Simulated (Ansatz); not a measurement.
Geometry optimisation, UKS PBE0-D4/def2-SVP (Ansatz).

Input:

```yaml
crystal:
  periodic: [false, false, false]
  atoms:
    - { symbol: Al, position_ang: [-0.166905, -0.659961, -0.517455] }
    - { symbol: F, position_ang: [0.0466, -1.03613, 2.335291] }
    - { symbol: O, position_ang: [1.385653, 0.004523, -0.798999] }
    - { symbol: H, position_ang: [2.161546, -0.515735, -1.016399] }
    - { symbol: H, position_ang: [-1.31776, 0.42098, -0.21496] }
    - { symbol: O, position_ang: [0.059866, 0.096696, 3.037309] }
    - { symbol: H, position_ang: [-0.6515, -0.063374, 3.677412] }
magnetization:
  spin_polarized: true
  initial_magnetization: 1
basis:
  gaussian: { orbitals: def2-SVP }
hamiltonian:
  xc: pbe0
  dispersion: d4
relax:
  f_tol: 0.03
  max_steps: 50
```

Launched with:

```bash
$ ansatz run input.yaml --threads 2 --pin off --max-ram 3072MiB --backend cpu --events-out ev --progress --plain --runs-dir out
```

**Question.** Where does it end, and by what steps?

**Answer.** The forces met the threshold. After 20 steps the energy has fallen by 6.284 eV; F2 moved furthest, 1.69 Å. Parted: F2–O6 (1.33 → 2.93 Å). Joined: Al1–F2 (2.89 → 1.67 Å), Al1–O6 (3.64 → 1.75 Å).

```json
{"step": "0", "energy less start (eV)": "0.0000", "largest force component (eV/Å)": "2.627", "accepted": "yes"}
{"step": "1", "energy less start (eV)": "-0.1629", "largest force component (eV/Å)": "1.144", "accepted": "yes"}
{"step": "2", "energy less start (eV)": "-0.3044", "largest force component (eV/Å)": "1.774", "accepted": "yes"}
{"step": "3", "energy less start (eV)": "-0.6628", "largest force component (eV/Å)": "4.313", "accepted": "yes"}
{"step": "4", "energy less start (eV)": "-2.1788", "largest force component (eV/Å)": "7.387", "accepted": "yes"}
{"step": "5", "energy less start (eV)": "-4.0522", "largest force component (eV/Å)": "3.303", "accepted": "yes"}
{"step": "6", "energy less start (eV)": "-4.4777", "largest force component (eV/Å)": "2.238", "accepted": "yes"}
{"step": "7", "energy less start (eV)": "-4.6392", "largest force component (eV/Å)": "1.634", "accepted": "yes"}
{"step": "8", "energy less start (eV)": "-4.8018", "largest force component (eV/Å)": "1.101", "accepted": "yes"}
{"step": "9", "energy less start (eV)": "-5.0113", "largest force component (eV/Å)": "0.632", "accepted": "yes"}
{"step": "10", "energy less start (eV)": "-5.1990", "largest force component (eV/Å)": "0.708", "accepted": "yes"}
{"step": "11", "energy less start (eV)": "-5.3563", "largest force component (eV/Å)": "1.334", "accepted": "yes"}
{"step": "12", "energy less start (eV)": "-5.5531", "largest force component (eV/Å)": "2.387", "accepted": "yes"}
{"step": "13", "energy less start (eV)": "-5.9520", "largest force component (eV/Å)": "1.204", "accepted": "yes"}
{"step": "14", "energy less start (eV)": "-6.1218", "largest force component (eV/Å)": "0.934", "accepted": "yes"}
{"step": "15", "energy less start (eV)": "-6.1819", "largest force component (eV/Å)": "0.947", "accepted": "yes"}
{"step": "16", "energy less start (eV)": "-6.2423", "largest force component (eV/Å)": "0.920", "accepted": "yes"}
{"step": "17", "energy less start (eV)": "-6.2485", "largest force component (eV/Å)": "0.788", "accepted": "yes"}
{"step": "18", "energy less start (eV)": "-6.2700", "largest force component (eV/Å)": "0.231", "accepted": "yes"}
{"step": "19", "energy less start (eV)": "-6.2830", "largest force component (eV/Å)": "0.056", "accepted": "yes"}
{"step": "20", "energy less start (eV)": "-6.2836", "largest force component (eV/Å)": "0.018", "accepted": "yes"}
```

```xyz
7
Properties=species:S:1:pos:R:3
Al 0.293 -0.498 0.859
F -0.090 -2.110 1.034
O 1.469 0.028 -0.234
H 1.923 -0.521 -0.873
H -1.272 0.439 0.699
O -0.062 0.578 2.191
H -0.744 0.331 2.826
```

Whether the end is a true minimum wasn't checked by a vibrational analysis.

Time of the run: 47 s on 2 threads of AMD EPYC 7R32 (Zen 2) (shared host), peak memory 0.23 GiB.
